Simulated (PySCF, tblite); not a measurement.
Compound: C₄H₇OPS.
Numbering: `[CH3:1][O:2][C:3]1=[C:4]([CH3:5])[P@@H:6]1=[S:7]` (hydrogens: H8, H9, H10 on C1; H11, H12, H13 on C5; H14 on P6)

The geometry is computed with GFN2-xTB (gas phase).

Entries marked ? are missing. Bonds in one row agree within 0.01 Å.

```tsv
coordinate	value
C1–O2	1.418 Å
O2–C3	1.319 Å
C3=C4	?
C4–C5	1.475 Å
C4–P6	?
P6=S7	?
C3–P6	?
C1–H8, C1–H9, C1–H10	1.092 Å
C5–H11, C5–H12, C5–H13	1.089 Å
P6–H14	1.399 Å
C1–O2–C3	?
O2–C3–C4	141.7°
O2–C3–P6	149.4°
C4–C3–P6	?
C3–C4–C5	142.7°
C3–C4–P6	68.0°
C5–C4–P6	149.0°
C4–P6–S7	?
C3–P6–C4	43.6°
C3–P6–S7	128.4°
```

Question: Fill in the missing values.

Answer: 
- C3=C4 = 1.345 Å, drawn double (vinylic carbon bearing oxygen to fully substituted alkene carbon); 0.11 Å below the sum of covalent radii, 1.46 Å.
- C4–P6 = 1.814 Å, drawn single (ends: fully substituted alkene carbon; phosphorus bonded to 2 C, S and H); 0.01 Å above the sum of covalent radii, 1.80 Å.
- P6=S7 = 1.932 Å, drawn double (ends: phosphorus bonded to 2 C, S and H; sulfur bonded to P); 0.19 Å below the sum of covalent radii, 2.12 Å.
- C3–P6 = 1.808 Å, drawn single (ends: vinylic carbon bearing oxygen; phosphorus bonded to 2 C, S and H); 0.01 Å above the sum of covalent radii, 1.80 Å.
- C1–O2–C3 = 115.5°, at the ether oxygen; the outer atoms are 2.315 Å apart.
- C4–C3–P6 = 68.5°, at the vinylic carbon bearing oxygen, inside a 3-membered ring; the outer atoms are 1.814 Å apart.
- C4–P6–S7 = 130.0°, at the phosphorus bonded to 2 C, S and H; the outer atoms are 3.395 Å apart.

Radii are Cordero's, carbon taken as 0.76, 0.73 or 0.69 Å for four, three, and two or fewer neighbours.

Its GFN2-xTB frequencies are all real (lowest 50 cm⁻¹). The numbers are those of one conformer (C1–O2–C3–C4 175°).
